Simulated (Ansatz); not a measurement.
Consider the ligand exchange at a W–F bond: `[O]=[W](=[O])([OH])[F]` + NH₃ → `[NH2][W](=[O])(=[O])[OH]` + H–F.

Calculated with Ansatz (gas phase, PBE0-D4/def2-TZVP geometries, no zero-point term in ΔE). CBS: MP2 limit from def2 TZ/QZ plus the TZ coupled-cluster correction, frozen cores. This one scheme is used for every species. DFT in def2-TZVPP. B3LYP here is the variant with VWN-RPA as its local correlation; programs differ in this. HSE06 is defined as in plane-wave codes. def2 core potentials past Kr. For W outer-core shells are correlated without core-valence functions, which leaves a few kJ/mol of doubt a bond. One conformer a species, not always the lowest.

```
             level  ΔE (kcal/mol)  difference from CCSD(T)/CBS
       LDA (SPW92)           11.0                          0.9
            PBE-D4           13.0                          2.9
           BLYP-D4           13.7                          3.6
         r2SCAN-D4           14.3                          4.2
            B97M-V           16.2                          6.1
           PBE0-D4           11.7                          1.6
          B3LYP-D4           12.7                          2.6
        r2SCANh-D4           13.6                          3.5
        r2SCAN0-D4           12.6                          2.5
          HSE06-D4           11.7                          1.6
          BHLYP-D4           12.1                          2.0
           ωB97X-V           13.6                          3.5
           ωB97M-V           12.9                          2.8
            B2PLYP           13.2                          3.1
          PBE-QIDH           11.3                          1.2
               PBE           13.9                          3.8
            revPBE           14.7                          4.6
              BLYP           15.5                          5.4
            r2SCAN           14.6                          4.5
              PBE0           12.5                          2.4
             B3LYP           14.2                          4.1
           r2SCANh           13.8                          3.7
           r2SCAN0           12.9                          2.8
             BHLYP           13.3                          3.2
           LC-ωPBE           14.0                          3.9
RPA@PBE/def2-TZVPP           11.4                          1.3
       HF/def2-SVP           13.6                          3.5
      MP2/def2-SVP           13.2                          3.1
     CCSD/def2-SVP           12.9                          2.8
  CCSD(T)/def2-SVP           12.9                          2.8
     HF/def2-TZVPP           13.8                          3.7
    MP2/def2-TZVPP           10.3                          0.2
SCS-MP2/def2-TZVPP           11.6                          1.5
   CCSD/def2-TZVPP           10.8                          0.7
CCSD(T)/def2-TZVPP           10.7                          0.6
     HF/def2-QZVPP           14.1                          4.0
SCS-MP2/def2-QZVPP           11.4                          1.3
      HF/CBS(def2)           14.1                          4.0
     MP2/CBS(def2)            9.7                         -0.4
    CCSD/CBS(def2)           10.3                          0.2
       CCSD(T)/CBS           10.1                            0
```

Largest T1 diagnostic among the species: 0.023, so the coupled-cluster value is less sure than usual.

From r2SCAN to r2SCAN0 (25 % exact exchange), in def2-TZVPP and without D4, ΔE moves by −1.7 kcal/mol. In def2-TZVPP, CCSD(T) changes the Hartree–Fock value by −3.1 kcal/mol (the triples alone add −0.1 kcal/mol) and MP2 by −3.5 kcal/mol. At CCSD(T), def2-SVP lies +2.8 kcal/mol from the extrapolated value and def2-TZVPP +0.5 kcal/mol.
